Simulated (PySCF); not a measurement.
C5H7FO, SMILES C=C[C@]1(F)CCO1.

Geometry optimised at PBE0-D3(BJ)/def2-SVP. The structure was generated by enumeration; whether it is a known compound was not checked. Other conformers were not sampled.

Two levels are set side by side: TDA-PBE/def2-SVPD (PySCF) and TDA-B3LYP/def2-SVPD (PySCF). Vertical, same geometry. The lowest singlet is HOMO→LUMO 84 %, HOMO−1→LUMO 15 % with PBE and HOMO−1→LUMO 81 %, HOMO→LUMO 18 % with the other functional; states are paired by order. Differences are taken from unrounded values.

| quantity | TDA-B3LYP |
|---|---|
| lowest singlet excitation (eV) | 6.41 |
| lowest triplet excitation (TDA) (eV) | 4.39 |
| first bright state (f over 0.05) (eV) | 7.21 |
| its oscillator strength | 0.21 |

**Question.** What does TDA-PBE give, and how far is it from TDA-B3LYP? (An estimate is asked for; the answer gives what the named calculation found.)

**Answer.** 
| quantity | TDA-PBE | TDA-PBE minus TDA-B3LYP |
|---|---|---|
| lowest singlet excitation (eV) | 5.34 | -1.07 |
| lowest triplet excitation (TDA) (eV) | 4.41 | 0.03 |
| first bright state (f over 0.05) (eV) | 6.34 | -0.88 |
| its oscillator strength | 0.07 | -0.14 |

A lower first singlet is the usual sign of a functional without exact exchange. Differences between two approximate levels are no errors against the true value.

Rough cost on one machine, each run with all the roots and properties that it gave: TDA-B3LYP against TDA-PBE about 2 times.
